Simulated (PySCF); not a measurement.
From computed data to an observable: oscillator strength and radiative lifetime

Be(Cl)(SH) (BeClHS), SMILES [SH][Be][Cl].

Geometry optimised at r2SCAN-D4/def2-TZVP. Other conformers were not sampled.

TDA-ωB97X/def2-TZVPD in PySCF puts the first singlet state with f over 0.02 at 6.42 eV (vertical), with the transition dipole (0.000, 0.000, 0.614) in atomic units.

Task: Find the oscillator strength, the wavelength and the radiative lifetime that this transition would have in vacuum if emission retraced absorption.

Result: 
|μ|² = 0.3770 au, so |μ| = 1.56 D. ΔE = 6.42/27.211 = 0.2359 hartree. f = (2/3) ΔE |μ|² = 0.059 (the program prints 0.059).
λ = 1239.84/6.42 = 193 nm; ν = 51781 cm⁻¹.
Einstein's coefficient A = 0.6670 ν² f s⁻¹ (ν in cm⁻¹) = 1.1e8 s⁻¹, so τ = 1/A = 9.4 ns. This state is S2; the lower singlet has f = 0.002. The figure is the radiative limit of this one transition; relaxation, internal conversion, crossing to triplets and a medium change what is measured.
